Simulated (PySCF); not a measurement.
Species: C₃H₄BrClSi.
Numbering: `[Cl:1][CH2:2][C:3]#[C:4][SiH2:5][Br:6]` (hydrogens: H7, H8 on C2; H9, H10 on Si5)

Structure used (PBE0-D3(BJ)/def2-SVP), in Å, numbered top down from 1:
```
atom  x, y, z in Å
Cl1   -3.0447   -1.3087    0.6565
C2    -2.2175    0.1800    0.0984
C3    -0.7790    0.0267    0.0486
C4     0.4334   -0.0820   -0.0003
Si5    2.2488   -0.2142   -0.0906
Br6    3.0647    1.7162   -0.8426
H7    -2.4965    0.9888    0.7893
H8    -2.6150    0.4227   -0.8979
H9     2.6413   -1.2860   -1.0426
H10    2.8161   -0.4639    1.2603
```

Jobs on this species (10 atoms, 88 electrons) with PySCF (density fitting). Hardware of each: one thread, Arm Neoverse V1 (aarch64) (shared host). The host was shared with other jobs, so the times are rough. Peak memory is the resident size of the whole Python process, interpreter and libraries included.

```json
{"level and settings": "PBE0-D3(BJ)/def2-SVP, grid level 1", "work": "geometry optimisation from a GFN2-xTB start shaken at random", "basis functions": "130", "SCF cycles": "?", "wall time": "?", "peak memory": "?"}
{"level and settings": "delta-SCF UKS HF, pcX-2 on the ionised atom, pcseg-1 elsewhere, spin-free X2C", "work": "ΔSCF core ionisation, 7 holes", "basis functions": "167", "SCF cycles": "?", "wall time": "?", "peak memory": "?"}
{"level and settings": "delta-SCF UKS PBE0, pcX-2 on the ionised atom, pcseg-1 elsewhere, spin-free X2C", "work": "ΔSCF core ionisation, 7 holes", "basis functions": "167", "SCF cycles": "105", "wall time": "80 s", "peak memory": "0.73 GiB"}
{"level and settings": "delta-SCF UKS B3LYP, pcX-2 on the ionised atom, pcseg-1 elsewhere, spin-free X2C", "work": "ΔSCF core ionisation, 7 holes", "basis functions": "167", "SCF cycles": "106", "wall time": "81 s", "peak memory": "0.73 GiB"}
{"level and settings": "delta-SCF UKS SCAN, pcX-2 on the ionised atom, pcseg-1 elsewhere, spin-free X2C", "work": "ΔSCF core ionisation, 7 holes", "basis functions": "167", "SCF cycles": "125", "wall time": "42 s", "peak memory": "0.55 GiB"}
{"level and settings": "delta-SCF UKS SCAN, pcX-2 on the ionised atom, pcseg-1 elsewhere, non-relativistic", "work": "ΔSCF core ionisation, 7 holes", "basis functions": "167", "SCF cycles": "122", "wall time": "41 s", "peak memory": "0.58 GiB"}
{"level and settings": "delta-SCF UKS SCAN, pcX-1 on the ionised atom, pcseg-1 elsewhere, spin-free X2C", "work": "ΔSCF core ionisation, 7 holes", "basis functions": "147", "SCF cycles": "120", "wall time": "34 s", "peak memory": "0.48 GiB"}
{"level and settings": "delta-SCF UKS PBE, pcX-2 on the ionised atom, pcseg-1 elsewhere, spin-free X2C", "work": "ΔSCF core ionisation, 7 holes", "basis functions": "167", "SCF cycles": "118", "wall time": "28 s", "peak memory": "0.59 GiB"}
{"level and settings": "delta-SCF UKS SCAN, def2-TZVP on the ionised atom, pcseg-1 elsewhere, spin-free X2C", "work": "ΔSCF core ionisation, 7 holes", "basis functions": "144", "SCF cycles": "119", "wall time": "39 s", "peak memory": "0.47 GiB"}
```

Q: Fill in the missing figures.

A: 
- PBE0-D3(BJ)/def2-SVP, grid level 1; geometry optimisation from a GFN2-xTB start shaken at random: 73 s, 0.53 GiB, 62 SCF cycles
- delta-SCF UKS HF, pcX-2 on the ionised atom, pcseg-1 elsewhere, spin-free X2C; ΔSCF core ionisation, 7 holes: 74 s, 0.64 GiB, 132 SCF cycles

Q: What do all jobs in the table cost together?

A: About 8.2 min; the longest takes about 16 % of that, and about 2.9 times as long as the shortest.
